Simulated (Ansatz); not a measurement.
`C=[C]([AlH2])S`, charge 0, multiplicity 1.

Task: Give a relaxed structure at PBE0-D4/def2-TZVP (Ansatz 0.2.0). (An estimate is asked.)

Result: Computed: 
Z-matrix (Å, degrees):
```
C
C 1 1.340
H 1 1.086 2 120.3
H 1 1.089 2 123.6 3 180.0
Al 2 1.942 1 118.3 3 -0.1
S 2 1.757 1 120.0 3 180.0
H 5 1.584 2 118.1 1 0.2
H 5 1.587 2 118.7 1 -179.8
H 6 1.342 2 97.6 1 180.0
```
Point group Cs.
This is one stationary point; other conformers may exist.
